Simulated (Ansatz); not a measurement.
Geometry optimisation, RKS PBE-D4/def2-SVP (Ansatz).

Input file:

```yaml
crystal:
  periodic: [false, false, false]
  atoms:
    - { symbol: "N", position_ang: [-0.90874, 0.87451, -0.98176] }
    - { symbol: In, position_ang: [0.08594, 0.12787, 0.62998] }
    - { symbol: O, position_ang: [1.43701, -1.13459, 0.02424] }
    - { symbol: H, position_ang: [-0.72058, 0.21384, -1.73268] }
    - { symbol: H, position_ang: [-1.91678, 0.92973, -0.87446] }
    - { symbol: H, position_ang: [-0.03118, 0.50124, 2.28717] }
    - { symbol: H, position_ang: [1.48609, -1.37928, -0.89781] }
basis:
  gaussian: { orbitals: def2-SVP }
hamiltonian:
  xc: pbe
  dispersion: d4
relax:
  f_tol: 0.015
  max_steps: 40
output:
  orbitals: {}
```

Run as:

```bash
$ ansatz run input.yaml --threads 1 --pin off --max-ram 2048MiB --backend cpu --events-out ev --progress --plain --runs-dir out
```

Task: Where does it end, and by what steps?

Result: The forces met the threshold. After 7 steps the energy has fallen by 0.160 eV; H4 moved furthest, 0.27 Å.

```tsv
step	energy less start (eV)	largest force component (eV/Å)	accepted
0	0.0000	1.292	yes
1	-0.1290	0.592	yes
2	-0.1530	0.347	yes
3	-0.1544	0.156	yes
4	-0.1583	0.210	yes
5	-0.1600	0.063	yes
6	-0.1601	0.015	yes
7	-0.1601	0.004	yes
```

```xyz
7
Properties=species:S:1:pos:R:3
N -0.936 0.806 -1.014
In 0.074 0.047 0.611
O 1.585 -1.216 0.120
H -0.963 0.208 -1.848
H -1.890 1.138 -0.831
H -0.057 0.497 2.264
H 1.618 -1.347 -0.847
```

Whether the end is a true minimum wasn't checked by a vibrational analysis.

The run took 15 s on 1 thread of Intel(R) Xeon(R) Processor @ 2.70GHz (shared host), peak memory 0.15 GiB.
